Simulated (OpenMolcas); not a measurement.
Levels of neutral sulfur by method

* Program: OpenMolcas 26.06
* Basis: ANO-RCC [8s7p5d4f2g]
* Scalar Hamiltonian: DKH2, point nucleus
* Active space: 6 electrons in 9 orbitals (RAS2 3s 3p; RAS3 3d, at most 2 electrons)
* State averaging: 2S+1 = 3 even, 3 roots; 2S+1 = 1 even, 6 roots; 2S+1 = 3 odd, 3 roots
* Spin-orbit coupling: state interaction with AMFI integrals over the reference wave functions, term energies averaged over their components

Methods on the same reference wave functions:
A. RASSCF
B. SS-RASPT2, IPEA 0.25 Eh, imaginary shift 0.1 Eh (closed shells correlated: 2s 2p)

Energies in cm-1 above 3s2 3p4 3P2, the measured ground level; measured values from NIST Handbook of Basic Atomic Spectroscopic Data.

| Level | A | B | Measured |
| --- | --- | --- | --- |
| 3s2 3p4 3P2 | 0.0 | 0.0 | 0.0 |
| 3s2 3p4 3P1 | 358 | 359 | 396 |
| 3s2 3p4 3P0 | 523 | 524 | 574 |
| 3s2 3p4 1D2 | 10957 | 9180 | 9239 |
| 3s2 3p4 1S0 | 23953 | 22140 | 22180 |
| 3s 3p5 3P* 2 | 74350 | 74140 | 72023 |
| 3s 3p5 3P* 1 | 74684 | 74470 | 72382 |
| 3s 3p5 3P* 0 | 74851 | 74640 | 72572 |

Deviations, from unrounded energies. A percentage is the sum of absolute deviations over the sum of measured energies, with the sign that they share, or ± where signs differ.

```tsv
Against measurement	Levels	A	B
mean absolute deviation (cm-1)	7	1500	920
fine structure of the ground term (%)	2	-9.1	-9.0
other terms of the ground configuration (%)	2	+11.1	-0.3
other configurations (%)	3	+3.2	+2.9
```

B lies closest to measurement on these levels. The largest miss of B in the table is 3s 3p5 3P* 2, by +2100 cm-1. The ranking rests on the paired levels alone, and a cruder setting can come out closer through cancelling errors.

From A to B the spin-free energies of the other terms of 3s2 3p4 shown, above 3P, scale by factors of 0.84 to 0.92.

The lowest spin-free term lies below A's lowest term by 0.228 hartree in B.

Term energies are means over components that CASPT2 splits; among the terms shown or strongly mixed into the levels shown the widest spread is 32 cm-1 (3s2 3p4 1D, B). Active for correlation alone: 3d; no level in the range computed is led by a configuration that fills it, so any true level of that kind is missing. Some terms mix strongly with configurations of 3d, whose occupation reaches 0.33 (3s 3p5 3P*). Without dynamic correlation excited terms often stand tens of per cent too high (terms of higher spin than the ground term too low), and those without a measured partner can miss by more than the paired ones (holds for A). Computed and measured levels are paired by configuration, term and J; levels that our copy of the source lacks, or whose pairing is in doubt (as where it misses far off the trend of its configuration), stay unpaired and out of the deviations. Levels of configurations outside the active space are missing.

* marks odd parity.
